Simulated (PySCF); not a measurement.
Static response to an electric field

Species: SiEtCl3, C2H5Cl3Si.
Structure used (PBE0-D3(BJ)/def2-SVP), in Å, numbered top down from 1:
```
atom  x, y, z in Å
Si1   -0.2646   -0.4488   -1.3020
C2    -0.2672   -0.4176    0.5536
C3     0.4912    0.7594    1.1594
H4     0.1604   -1.3815    0.8803
H5    -1.3239   -0.4247    0.8720
H6     0.4573    0.7273    2.2586
H7     1.5491    0.7499    0.8566
H8     0.0621    1.7205    0.8379
Cl9    1.6643   -0.4894   -2.0094
Cl10  -1.1801    1.2242   -2.0677
Cl11  -1.2505   -2.1048   -2.0084
```

Level: B3LYP/def2-SVPD (PySCF), static field, nuclei fixed, core orbitals frozen in the response. The polarisability tensor in these axes (au):

```
x   88.89  1.81  2.58
y    1.81 90.64  3.81
z    2.58  3.81 89.73
```

Task: Diagonalise the tensor; give its mean and Δα, where Δα² is half the sum of the squared differences of the eigenvalues.

Result: Principal values 86.03, 87.76 and 95.47 au; mean 89.75 au = 13.30 Å³ = 14.80 × 10⁻⁴⁰ C²·m²/J; Δα = 8.70 au (10 % of the mean).

Task: What is the dipole moment, and where does it point?

Result: (0.04, 0.12, 2.27) D, 2.28 D in size, pointing from the negative to the positive side. Measured along this direction, the outermost atoms are Cl11 at the negative end and H6 at the positive end.

Task: Molar refractivity from α?

Result: Lorentz–Lorenz: R = (4π/3)N_A α = 2.5225 cm³/(mol·Å³) × 13.30 Å³ = 33.5 cm³/mol, in the limit of long wavelengths.

Task: Give the principal axes and the span of the nuclei along them.

Result: Largest value along (0.43, 0.65, 0.63), where the nuclei span 5.25 Å; middle along (0.82, -0.58, 0.05), 3.31 Å; least along (-0.39, -0.49, 0.78), 3.38 Å. 

Task: Refractivity n − 1 of an ideal gas of it at 350 K and 1 atm, from the electronic α?

Result: N = p/kT = 2.0968 × 10¹⁹ cm⁻³, so n − 1 = 2π × N × 13.30 × 10⁻²⁴ cm³ = 1752 × 10⁻⁶ at long wavelengths, for an ideal gas.

Task: In a dilute gas of rigid molecules at 350 K, how does the orientational term μ²/3kT compare with the electronic polarisability?

Result: In Gaussian units μ²/3kT = 35.74 Å³ against 13.30 Å³, a ratio of 2.69; the Debye molar polarisation (4π/3)N_A(α + μ²/3kT) is 123.7 cm³/mol, leaving out the vibrational part.

Task: What depolarisation ratio follows for Rayleigh scattering of linearly polarised light, taking the static tensor?

Result: ρ = 3Δα²/(45ᾱ² + 4Δα²) = 227.0/(362499 + 302.6) = 0.000626.

Geometry: PBE0-D3(BJ)/def2-SVP; no solvent, vibrations or thermal averaging.
